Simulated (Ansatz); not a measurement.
Energy profile

The step: CH₄Zn ([CH3][ZnH]) + HBr → CH₃BrZn ([CH3][Zn][Br]) + H₂; bonds formed: Zn1–Br5, H2–H4; bonds broken: Zn1–H2, H4–Br5 (atoms numbered as in the saddle structure below).

```
8
angstrom
Zn -0.2419 -0.4309 -0.3390
H -0.8845 -1.1895 -1.6457
C 0.4292 0.0322 1.4122
H -0.7028 -0.1790 -2.1768
Br -0.2787 1.3682 -2.4984
H -0.2496 0.7441 1.8860
H 1.4085 0.5031 1.3120
H 0.5196 -0.8482 2.0496
```

Electronic energies by CCSD(T) at an estimated basis limit (MP2 extrapolated from triple and quadruple zeta, plus CCSD(T) − MP2 in triple zeta), on PBE0-D4/def2-TZVP structures; CH₅BrZn, closed shell; no counterpoise correction. Program: Ansatz 0.2.0. Basis: def2-TZVPP and def2-QZVPP. Cores are frozen in the correlated methods. The 3s and 3p shells of Cu and Zn are frozen; filled d shells are correlated. The def2 sets are not built for correlating such inner shells, so the correlated values are less sure here. Extrapolation: Hartree–Fock as exp(−7.88 √X), correlation as X^−2.97.

Task: Give the profile in kcal/mol, counted from the separated reactants. (An estimate is asked for; the value comes from the calculation.)

Result: Computed:
```
                                                                                                 point  kcal/mol
    separated: CH₄Zn (linked as [CH3][ZnH]; Zn1, H2, C3, H6, H7, H8; singlet) + HBr (H4, Br5; singlet)      0.00
                                                                                       start structure     -2.52
                                                                                                saddle      3.29
                                                                                         end structure    -36.80
separated: CH₃BrZn (linked as [CH3][Zn][Br]; Zn1, C3, Br5, H6, H7, H8; singlet) + H₂ (H2, H4; singlet)    -36.00
```

T1 diagnostic: at most 0.015.

For scale, one of the runs: CCSD(T)/def2-TZVPP, 213 basis functions, launched by `ansatz run in.yaml --threads 8 --pin off --events-out ev --progress --plain --max-ram 19148MiB`. Time: 16 s of wall clock on 8 CPU threads of an Intel Xeon 6975P-C; the host was shared. Peak host memory: 3.2 GiB.
